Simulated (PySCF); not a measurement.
Structure revision by computed shifts

A compound C6H11N gives the data below (simulated from a calculation) and was assigned the structure `C1C[C@H]2CC[C@@H]1N2`.

13C{1H} NMR (computed): δ 67.9 (CH), 31.9 (CH2, 2C), 25.8 (CH2, 2C), 19.4 (CH2).

1H NMR (500 MHz, computed): δ 2.07 (m, 2H), 2.01 (m, 2H), 1.72 (m, 1H), 1.60 (m, 1H), 1.41 (m, 1H), 1.07 (s, 4H).

Method: σ from GIAO-KT3/pcSseg-1, J: B3LYP/pcJ-1 (spin–dipole term only in couplings to heteroatoms), PBE0-D3(BJ)/def2-SVP structure, in PySCF 2.14.0 with density-fitted response routines (a single conformation, averaged over atoms made equivalent by symmetry, fast rotation or ring inversion, non-relativistic Hamiltonian, in vacuum).

Chemical shifts δ = σref − σ; 1H and 13C against TMS, all at this level.

(1) Compare with the shifts computed for the proposed structure, pairing carbons in order of shift.

(2) Which isomer fits?

## Answers

(1) Atom-mapped SMILES (the numbers label the heavy atoms): `[CH2:1]1[CH2:2][C@H:3]2[CH2:4][CH2:5][C@@H:6]1[NH:7]2`; H(Xn) means a hydrogen on atom n.

| atom | computed for proposal | given list | difference |
| --- | --- | --- | --- |
| C3 | 58.5 | 67.9 | -9.4 |
| C6 | 58.5 | 31.9 | +26.6 |
| C1 | 33.1 | 31.9 | +1.2 |
| C2 | 33.1 | 25.8 | +7.3 |
| C4 | 33.1 | 25.8 | +7.3 |
| C5 | 33.1 | 19.4 | +13.7 |

The rms difference is 13.5 ppm and the largest +26.6 ppm at C6 (sp3 CH bonded to N). The proposal also would give 2 carbon signals, not 4. The carbon types in order of shift don't match either: CH, CH, CH2, CH2, CH2, CH2 for the proposal against CH, CH2, CH2, CH2, CH2, CH2 in the data. The proposal doesn't fit.

(2) SMILES C1N(C2CCC2)C1.

- Carbon types of the structure: 1 × CH, 5 × CH2, which accounts for all hydrogens.
- δC 67.9: sp3 CH bonded to N; pulled downfield by the heteroatom.
- δC 31.9, 19.4: sp3 CH2 in a ring; saturated and bonded to C and H only.
- δC 25.8: aziridine ring carbon; pulled downfield by the heteroatom.
- δH 1.07: hydrogen on an aziridine ring carbon.

Other isomers checked: C1C[C@H]2CNC[C@@H]12 (rms 13.5 ppm).

This is the structure that produced the data.

Splittings below 1 Hz are ignored in the labels, and close J values are merged. Couplings among chemically equivalent protons are left out too, so labels in AA′BB′ or AA′XX′ sets are apparent multiplicities. Unscaled 3J(H,H) at this level run about 10 % above measured values. Shifts are as computed, not scaled to solution data. Of 1211 compounds with measured shifts, 218 miss one by over three times the rms of a fit or turn the order of signals round; such compounds aren't used in these exercises. Only one conformer was computed, so three-bond couplings in flexible chains and rings are approximate.
